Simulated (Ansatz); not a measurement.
Basis-set extrapolation for C₃H₁₀B₂, SMILES `BCBCC` (PBE0-D4/def2-TZVP geometry, frozen core, the Gaussian-basis code of Ansatz). Multiplicity 1, RHF reference.

```csv
,def2-TZVPP,def2-QZVPP
HF,-168.837689,-168.845963
MP2 correlation,-0.730503,-0.775828
CCSD(T) correlation,-0.822884,not run
```

Energies in hartree. Use E(X) = E(∞) + A·exp(−7.88·√X) for Hartree–Fock and E(X) = E(∞) + B·X^(−2.97) for correlation, with X = 3 and 4, and add CCSD(T) minus MP2 of the smaller set to the MP2 limit.

Q: What is the CCSD(T) energy at the basis-set limit?

A: HF limit: -168.845963 + (-0.008274) × 0.13774 = -168.84710. MP2 limit: -0.775828 + (-0.045325) × 0.74074 = -0.80940. Higher-order term: -0.822884 − (-0.730503) = -0.09238. Total: -169.74888 hartree, 55.4 kcal/mol below CCSD(T)/def2-TZVPP.
